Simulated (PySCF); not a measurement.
Gallium: a sound run and one with changed settings

Sound run: Ga [Ar] 3d10 4s2 4p1, Ga⁺ [Ar] 3d10 4s2. All numbers are calculated (PySCF 2.14, the spin-free X2C one-electron Hamiltonian (Gaussian nucleus), in cc-pVDZ-DK (5s4p2d, 27 functions)). In the sound run the correlated levels freeze [Ar] 3d10. The sound run starts from symmetry-adapted Hartree-Fock orbitals and uses a fine grid where one is needed.

A second run was set up differently.

```tsv
species	method	sound run (hartree)	changed run (hartree)	converged
Ga	UHF	-1942.08407	-1942.08407	yes
Ga	B3LYP	-1943.79184	-1943.79184	yes
Ga	M06-L	-1943.65971	-1943.65971	yes
Ga	MP2	-1942.11277	-1942.09108	yes
Ga	CCSD(T)	-1942.12752	-1942.12752	yes
Ga⁺	UHF	-1941.88168	-1941.88168	yes
Ga⁺	B3LYP	-1943.57184	-1943.57184	yes
Ga⁺	M06-L	-1943.45102	-1943.45102	yes
Ga⁺	MP2	-1941.90512	-1941.88736	yes
Ga⁺	CCSD(T)	-1941.91730	-1941.91730	yes
```

Ionisation energy of Ga:

```csv
method,sound run (eV),changed run (eV)
UHF,5.507,5.507
B3LYP,5.987,5.987
M06-L,5.679,5.679
MP2,5.650,5.543
SCS-MP2,5.629,5.538
CCSD,5.708,5.708
CCSD(T),5.720,5.720
```

Task: What was changed?
A. angular grid far too coarse
B. level shift left on
C. too few SCF iterations
D. all electrons correlated in a valence basis

Result: B. It used initial guess minao, at most 50 SCF cycles, level shift 2.0 hartree. A level shift leaves the converged SCF energy unchanged but raises the virtual orbital energies, which shrinks MP2 if it is not removed.
